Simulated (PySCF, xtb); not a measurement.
AsH5Si, SMILES [SiH3][AsH2].

GFN2-xTB in xtb 6.7.1 at its own geometry gives an orbital gap of 4.86 eV and a dipole moment of 0.48 D.

The structure is a stationary point at PBE-D3(BJ)/def2-TZVP.

Problem. What does PBE/def2-TZVPD (PySCF) give? (Estimate from the structure and the level; the computed values follow.)

Solution. gap 5.66 eV (levels -6.57 and -0.92 eV), dipole 0.29 D.
